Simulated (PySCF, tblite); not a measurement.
Isomers of C4H8N2O2Si, one GFN2-xTB conformer each. Single-point energies are computed at PBE0/pcSseg-1 (PySCF, gas phase, no added dispersion term), electronic only.

```csv
SMILES,GFN2-xTB relative energy (kJ/mol)
CO[Si@H](O)n1ccnc1,0.0
CO[Si@H](O)n1cccn1,47.0
C=N[C@@H]1C[Si@H](C(N)=O)O1,373.7
```

Conformers: `[CH3:1][O:2][Si@H:3]([OH:4])[n:5]1[cH:6][cH:7][n:8][cH:9]1` with C1–O2–Si3–O4 -179°, O2–Si3–O4–H 27°, O2–Si3–N5–C6 -166°; `[CH3:1][O:2][Si@H:3]([OH:4])[n:5]1[cH:6][cH:7][cH:8][n:9]1` with C1–O2–Si3–O4 -60°, O2–Si3–O4–H -140°, O2–Si3–N5–C6 -42°; `[CH2:1]=[N:2][C@@H:3]1[CH2:4][Si@H:5]([C:6]([NH2:7])=[O:8])[O:9]1` with C1–N2–C3–C4 115°, C4–Si5–C6–N7 -63°, Si5–C6–N7–H -178° and -6°.

Task: What does PBE0/pcSseg-1 give for the same structures?

Result: 
| SMILES | PBE0/pcSseg-1 E (Eh) | PBE0/pcSseg-1 (kJ/mol) | GFN2-xTB (kJ/mol) | point group |
| --- | --- | --- | --- | --- |
| CO[Si@H](O)n1ccnc1 | -706.13378 | 0.0 | 0.0 | C1 |
| CO[Si@H](O)n1cccn1 | -706.12112 | 33.2 | 47.0 | C1 |
| C=N[C@@H]1C[Si@H](C(N)=O)O1 | -706.04435 | 234.8 | 373.7 | C1 |

Both levels put the same isomer lowest; measured from each level's own lowest isomer, the values differ by up to 138.9 kJ/mol (C=N[C@@H]1C[Si@H](C(N)=O)O1: 373.7 against 234.8). As drawn, the lowest has an aromatic ring and an O–H bond, which the highest lacks; the highest has a four-membered ring, a C=O bond and a C=N bond, which the lowest lacks.

Task: Which frontier levels, dipoles and rotational constants go with these structures?

Result: 
| SMILES | HOMO (eV, PBE0/pcSseg-1) | LUMO (eV) | dipole (D) | A, B, C (MHz) |
| --- | --- | --- | --- | --- |
| CO[Si@H](O)n1ccnc1 | -6.67 | 0.36 | 4.39 | 2484, 1018, 805.7 |
| CO[Si@H](O)n1cccn1 | -7.25 | 0.27 | 1.70 | 3202, 923.4, 751.0 |
| C=N[C@@H]1C[Si@H](C(N)=O)O1 | -7.10 | -0.97 | 2.80 | 2676, 932.3, 782.8 |

Task: What happens when harmonic zero-point energies from GFN2-xTB frequencies are added?

Result: 
```json
{"SMILES": "CO[Si@H](O)n1ccnc1", "ZPE (kJ/mol)": "323.6", "electronic (kJ/mol)": "0.0", "with ZPE (kJ/mol)": "0.0"}
{"SMILES": "CO[Si@H](O)n1cccn1", "ZPE (kJ/mol)": "324.0", "electronic (kJ/mol)": "33.2", "with ZPE (kJ/mol)": "33.6"}
{"SMILES": "C=N[C@@H]1C[Si@H](C(N)=O)O1", "ZPE (kJ/mol)": "319.6", "electronic (kJ/mol)": "234.8", "with ZPE (kJ/mol)": "230.8"}
```

The zero-point energies span 4.4 kJ/mol. The order is unchanged.
